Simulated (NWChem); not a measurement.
All runs are NWChem calculations. System: tellurium hexafluoride (F$_{6}$Te), charge 0, spin multiplicity 1, at a geometry optimised with PBE0/def2-SVP with def2 effective core potentials on Te. Level: G0W0@PBE0/def2-SVP with def2 effective core potentials on Te, RI basis def2-svp-rifit, no spin-orbit coupling.

NWChem printed:

```
             Northwest Computational Chemistry Package (NWChem) 7.3.0
             --------------------------------------------------------

                                NWChem Input Module
                                -------------------

 Scaling coordinates for geometry "geometry" by  1.889725989
 (inverse scale =  0.529177249)

 Turning off AUTOSYM since
 SYMMETRY directive was detected!

                             Geometry "geometry" -> ""
                             -------------------------

 Output coordinates in angstroms (scale by  1.889725989 to convert to a.u.)

  No.       Tag          Charge          X              Y              Z
 ---- ---------------- ---------- -------------- -------------- --------------
    1 F                    9.0000    -1.87571400     0.00000000     0.00000000
    2 Te                  52.0000     0.00000000     0.00000000     0.00000000
    3 F                    9.0000     0.00000000     0.00000000     1.87571600
    4 F                    9.0000     0.00000000     0.00000000    -1.87571600
    5 F                    9.0000     0.00000000    -1.87571400     0.00000000
    6 F                    9.0000     0.00000000     1.87571400     0.00000000
    7 F                    9.0000     1.87571400     0.00000000     0.00000000

 Effective nuclear repulsion energy (a.u.)    1020.3750235474

            Nuclear Dipole moment (a.u.)
            ----------------------------
        X                 Y               Z
 ---------------- ---------------- ----------------
     0.0000000000     0.0000000000     0.0000000000

      Symmetry information
      --------------------

 Group name             D2h
 Group number             26
 Group order               8
 No. of unique centers     4

      Symmetry unique atoms

     1    2    3    5


 Summary of "ao basis" -> "" (spherical)
 ------------------------------------------------------------------------------
       Tag                 Description            Shells   Functions and Types
 ---------------- ------------------------------  ------  ---------------------
 *                          def2-svp                  on all atoms

 Summary of "ri basis" -> "" (spherical)
 ------------------------------------------------------------------------------
       Tag                 Description            Shells   Functions and Types
 ---------------- ------------------------------  ------  ---------------------
 *                       def2-svp-rifit               on all atoms
[...]
  ----- ------------  ---------------      ----- ------------  ---------------
    25      0.823376  2 Te px                28      0.752385  2 Te px
     3      0.381946  1 F  s                 99     -0.381946  7 F  s
     7      0.291911  1 F  px               103      0.291911  7 F  px
     4     -0.264001  1 F  px               100     -0.264001  7 F  px
    22     -0.260809  2 Te px                19     -0.199196  2 Te px

 center of mass
 --------------
 x =   0.00000000 y =   0.00000000 z =   0.00000000

 moments of inertia (a.u.)
 ------------------
         954.791167978884           0.000000000000           0.000000000000
           0.000000000000         954.791167978884           0.000000000000
           0.000000000000           0.000000000000         954.790149923190

     Multipole analysis of the density
     ---------------------------------

     L   x y z        total         alpha         beta         nuclear
     -   - - -        -----         -----         ----         -------
     0   0 0 0      0.000000    -39.000000    -39.000000     78.000000

     1   1 0 0     -0.000000     -0.000000     -0.000000      0.000000
     1   0 1 0     -0.000000     -0.000000     -0.000000      0.000000
     1   0 0 1      0.000000      0.000000      0.000000      0.000000

     2   2 0 0    -43.000425   -134.576989   -134.576989    226.153554
     2   1 1 0      0.000000      0.000000      0.000000      0.000000
     2   1 0 1      0.000000      0.000000      0.000000      0.000000
     2   0 2 0    -43.000425   -134.576989   -134.576989    226.153554
     2   0 1 1     -0.000000     -0.000000     -0.000000      0.000000
     2   0 0 2    -43.000558   -134.577297   -134.577297    226.154036

 Task  times  cpu:        8.1s     wall:        8.1s

                                NWChem Input Module
                                -------------------

                                 NWChem GW Module
                                 ----------------

                             ***********************
                             ***        GW       ***
                             ***********************

 Summary of "ri basis" -> "ri basis" (spherical)
 ------------------------------------------------------------------------------
       Tag                 Description            Shells   Functions and Types
 ---------------- ------------------------------  ------  ---------------------
 F                       def2-svp-rifit             16       48   6s5p4d1f
 Te                      def2-svp-rifit             30      114   9s8p7d4f2g

                 Memory Information
                 ------------------
          Available GA per process is          1699.9 MBs
          Available stack per process is        700.0 MBs
          Available heap per process is           0.0 MBs

          Peak memory in Initialization
              Peak GA per process is                 15.0 MBs
              Peak stack per process is               0.1 MBs
              Peak heap per process is               15.6 MBs
              Memory not in MA per process            0.0 MBs

          Peak memory in AFF Calculation
              Peak GA per process is                 80.6 MBs
              Peak stack per process is              58.5 MBs
              Peak heap per process is                0.0 MBs
              Memory not in MA per process           58.5 MBs

          Computing 2-center integrals
          Computing Inverse Cholesky factor
          Computing 3-center integrals
          Computing V_xc ...

          Computing Sigma_x
          Computing RPA polarizability
          Solving quasiparticle equations

                  Alpha Orbitals
          State     Energy (eV)     Error (eV)
          -----------------------------------
@GW        36        -15.406           0.005
@GW        37        -14.902           0.005
@GW        38        -14.902           0.005
@GW        39        -14.902           0.005
@GW        40         -1.350           0.002
@GW        41          4.374           0.003

   Applying  -2.1419 eV scissor-shift to rest of particle states

   Applying   3.6996 eV scissor-shift to rest of hole states

     GW Timing Statistics
   ------------------------
   Init.   :          0.1s
     ERIs  :          1.9s
     Distr.:          0.1s
     Vxc   :          1.0s
   Sigma_x :          0.0s
   RPA     :          7.1s
   Wmn     :          0.1s
   Sigma_c :          0.1s
   GW total:         10.4s

 Task  times  cpu:       10.4s     wall:       10.4s

 Total times  cpu:       18.5s     wall:       18.5s
```

### Question
Write an NWChem input that would produce this output.

### Answer
This is not unique; one that fits is 
```
start mol
memory heap 200 mb stack 700 mb global 1700 mb
geometry units angstroms nocenter noautoz
  F     -1.875714     0.000000     0.000000
  Te     0.000000     0.000000     0.000000
  F      0.000000     0.000000     1.875716
  F      0.000000     0.000000    -1.875716
  F      0.000000    -1.875714     0.000000
  F      0.000000     1.875714     0.000000
  F      1.875714     0.000000     0.000000
  symmetry group D2h
end
basis spherical
  * library def2-svp
end
ecp
  Te library def2-ecp
end
basis "ri basis" bse spherical
  * library def2-svp-rifit
end
dft
  xc pbe0
  iterations 100
  direct
  tolerances tight
end
task dft energy
gw
  states alpha occ 4 vir 2
end
task dft gw
```
